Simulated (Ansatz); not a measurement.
Two isomers of C7H12: A = `C=C1CCCCC1`, B = `CC=C1CCCC1`.

Program: Ansatz. Geometries: PBE0-D4/def2-TZVP. ΔE: electronic, gas phase. CCSD(T)/CBS adds triple-zeta CCSD(T) − MP2 to the extrapolated MP2 energy (def2 sets, frozen cores). DFT in def2-TZVPP.

A:

Z-matrix (Å, degrees):
```
C
C 1 1.499
C 1 1.529 2 111.0
H 1 1.093 2 110.4 3 -123.5
H 1 1.099 2 108.8 3 119.3
C 2 1.328 1 122.8 3 124.6
C 2 1.499 1 114.3 3 -53.3
C 3 1.522 1 111.3 2 53.5
H 3 1.096 1 108.9 2 -67.1
H 3 1.094 1 109.9 2 176.2
H 6 1.085 2 121.4 1 1.3
H 6 1.085 2 121.4 1 -179.0
C 7 1.529 2 111.0 1 53.3
H 7 1.093 2 110.4 1 176.7
H 7 1.099 2 108.8 1 -66.0
H 8 1.098 3 109.2 1 65.1
H 8 1.094 3 110.2 1 -178.2
H 13 1.094 7 109.9 2 -176.2
H 13 1.096 7 108.9 2 67.1
```

B:

```xyz
19

C     2.4811    0.5876    1.0719
C     1.0272    0.3971    1.3420
C     0.0958    0.1346    0.4317
C     0.3182   -0.0544   -1.0539
C    -1.0879   -0.1902   -1.6443
C    -1.9023   -0.7971   -0.5051
C    -1.3735   -0.0595    0.7230
H     2.7196    0.4755    0.0133
H     3.0847   -0.1363    1.6298
H     2.8168    1.5810    1.3886
H     0.7166    0.4816    2.3820
H     0.8918   -0.9722   -1.2290
H     0.8887    0.7617   -1.5038
H    -1.4858    0.8006   -1.8877
H    -1.1114   -0.7842   -2.5599
H    -2.9806   -0.6933   -0.6411
H    -1.6809   -1.8666   -0.4207
H    -1.8671    0.9176    0.7993
H    -1.5511   -0.5835    1.6641
```

(1) Which is lower in electronic energy at CCSD(T)/CBS, and by how much? (Estimate.)

(2) Give E(B) − E(A) in kcal/mol with CCSD(T)/def2-SVP, LDA (SPW92), CCSD(T)/def2-TZVPP, MP2/def2-TZVPP, ωB97M-V, PBE0-D4, CCSD/def2-TZVPP. (Best estimate.)

Largest T1 diagnostic: 0.010.

Results:

(1) The calculation gave: A, by 4.3 kcal/mol.

(2) Ansatz gave: CCSD(T)/def2-SVP 4.6, LDA (SPW92) 3.5, CCSD(T)/def2-TZVPP 4.1, MP2/def2-TZVPP 4.1, ωB97M-V 3.8, PBE0-D4 3.2, CCSD/def2-TZVPP 4.2. None reverses the order clearly.

Leaving LDA and LC-ωPBE aside and taking each functional with its dispersion term where it has one, the values, not all of them listed here, spread over 1.7 kcal/mol, from PBE-D4 to BHLYP-D4. LDA lies +1.4 kcal/mol from PBE without D4. From BLYP to BHLYP (50 % exact exchange), in def2-TZVPP and without D4, E(B) − E(A) moves by +1.5 kcal/mol.
